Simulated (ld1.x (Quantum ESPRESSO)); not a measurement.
**Building the PAW potential for silicon (PBEsol, scalar-relativistic).**

```
Element                 : Si (Z = 14)
Generator               : ld1.x (Quantum ESPRESSO) 7.5
Type                    : PAW
Functional              : PBEsol
Relativity              : scalar-relativistic
Frozen core             : [Ne]
Valence charge          : 4
Reference configuration : 3s2 3p1.5 (charge +0.5)
Partial waves           : 3s (bound): rcut 1.85, rcutus 2.00 bohr; 3s channel at -0.05 Ry: rcut 1.85, rcutus 2.00 bohr; 3p (bound): rcut 1.75, rcutus 2.10 bohr; 3p channel at 4 Ry: rcut 1.75, rcutus 2.10 bohr
Local potential         : all-electron potential smoothed inside 1.60 bohr (lloc = -1)
Core correction         : a·sin(br)/r model core, default radius (ld1.x builds one for every PAW set, though the input has nlcc=.false.)
Augmentation charge     : PSQ, inside the norm-conserving radii
```

All-electron outer shells of the reference configuration (PBEsol, scalar-relativistic, ld1.x):

```
shell  level (eV)  outermost node (bohr)  outermost maximum (bohr)
   3s      -14.68                   0.72                      1.77
   3p       -7.65                   0.72                      2.09
```

What the tests gave:

```json
{
 "Cutoffs needed": "8 Ry and 15 Ry (the cutoffs (Ry, on a coarse ladder) from which the occupation-weighted sum of valence levels, in a spherical-Bessel basis at the reference potential, stays within 10 and 1 mRy of its value at 400 Ry)",
 "Ghost test": "no extra level below or beside the all-electron valence levels (s, p, d, f tested) (spherical-Bessel basis up to 400 Ry, 20 bohr box)",
 "Configuration tests": "test run stopped at test 7 of 7 (negative rho)",
 "Lowest eigenvalue of the overlap operator": "0.42 (s channel)",
 "Density cutoff estimated by the generator": "99 Ry"
}
```

Generation and tests took about 3.4 s on one core of a shared server CPU.
